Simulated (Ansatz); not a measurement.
F₃HSeSn, SMILES `[F][Sn]([F])([F])[SeH]` at its PBE0-D4/def2-TZVP geometry, where that method's forces vanish. Charge 0, multiplicity 1. Sn: def2 effective core potential.

```csv
atom,x (Å),y (Å),z (Å)
F1,-1.315,-1.450,0.535
Sn2,-0.443,0.043,-0.234
F3,-1.120,0.197,-1.993
F4,-1.158,1.506,0.730
Se5,2.026,-0.090,-0.253
H6,2.010,-0.207,1.214
```

**Question.** For each bond, give half the difference of the two atoms' forces along it (eV/Å; positive pushes the atoms apart) under PBE-D4, r2SCAN-D4, B3LYP-D4, ωB97M-V in def2-TZVPP. (Best estimate.)

**Answer.** Ansatz gave: 
```tsv
bond	length (Å)	PBE-D4	r2SCAN-D4	B3LYP-D4	ωB97M-V
F1–Sn2	1.893	0.47	0.10	0.23	0.04
Sn2–F3	1.891	0.47	0.10	0.23	0.05
Sn2–F4	1.893	0.47	0.10	0.23	0.04
Sn2–Se5	2.472	-0.05	-0.02	0.05	-0.15
Se5–H6	1.472	0.26	-0.01	0.04	-0.11
```

B3LYP here is the variant with VWN-RPA as its local correlation; programs differ in this.
